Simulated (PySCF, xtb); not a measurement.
N-methyl-N-silylmethanamine (C2H9NSi), SMILES CN([SiH3])C.

Harmonic wavenumbers (cm⁻¹) from xtb 6.7.1 with GFN2-xTB at its own minimum, in rising order: 122, 157, 199, 267, 304, 388, 563, 612, 694, 749, 817, 829, 1042, 1057, 1089, 1127, 1209, 1308, 1418, 1429, 1481, 1490, 1503, 1513, 2146, 2257, 2263, 2885, 2887, 2944, 2949, 3037, 3037.

Question: What does PySCF 2.14.0 with r2SCAN-D4/def2-SVP give at its own minimum? (The exact figures need the calculation; the answer reports its results.)

Answer: 125, 141, 223, 254, 275, 364, 671, 691, 717, 905, 970, 976, 1028, 1085, 1111, 1161, 1234, 1308, 1423, 1448, 1449, 1459, 1481, 1505, 2148, 2220, 2227, 2947, 2954, 3023, 3031, 3114, 3115. Paired by order, the mean absolute difference is 47 cm⁻¹ and the zero-point energies are 65.4 and 66.9 kcal/mol.
